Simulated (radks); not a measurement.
Results of a calculation; reference values are marked as such.
These are the eigenvalues of the occupied orbitals of an atom or ion with whole-number occupations (hartree). Code: a radial shooting solver on a logarithmic mesh with Libxc functionals. Model: scalar-relativistic Kohn-Sham, LDA (Slater exchange, VWN5 correlation), spin-polarised, spherical densities, finite nucleus; Fermi nuclear charge, rms radius of each element as measured or else 0.836 A^(1/3) + 0.57 fm.

orbital  eigenvalue
1s        -810.1310
2s        -120.8835
2p        -108.8722
3s        -25.34819
3p        -21.40089
3d        -15.04295
4s         -7.41259
4p         -6.22354

Which element is it, and in what charge state? The configuration may be excited. Open shells, if any, are filled with parallel spins first.

Answer. Z = 44, ruthenium, charge +8: Ru8+ in [Kr]. The list shows which subshells hold electrons but not how many an open one holds; the 1s level, -810.13 hartree, gives Z - s = 40.3 by -(Z - s)^2/2, which with screening and relativity narrows Z to a few neighbours, and the depths of the outer levels then fix element, charge and occupations together.
